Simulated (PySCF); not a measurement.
## MF for M along the chalcogens

HF with triple-zeta basis sets in PySCF, for the lowest determinant that a PBE0 search found; no spin–orbit coupling. De refers to high-spin ground-configuration atoms. A positive dipole means M(−)F(+).

| M | basis | reference | state (unpaired electrons) | Re (Å) | ωe (cm⁻¹) | De (eV) | μ (D) |
| --- | --- | --- | --- | --- | --- | --- | --- |
| S | x2c-TZVPPall | UHF | doublet (π ↑) | 1.568 | 924 | 1.50 | -1.06 |
| Se | def2-TZVPP | UHF | doublet (π ↑) | 1.708 | 760 | 1.31 | -1.69 |
| Te | def2-TZVPP | UHF | doublet (π ↑) | 1.875 | 680 | 1.49 | -2.35 |

The shortest bond is that of SF (1.568 Å), the longest that of TeF (1.875 Å).

The rows differ in basis set, which adds steps of its own.

Down a group the atoms grow and get heavier, so bonds lengthen and wavenumbers fall; this series shows no clear exception.

Spin–orbit coupling is left out, which matters for elements this heavy, above all for dissociation energies. Hartree–Fock leaves out correlation, which carries a large part of most bond energies and some tenths to 1 eV of ionisation energies. States were picked by a PBE0 search and need not be the measured ground states.
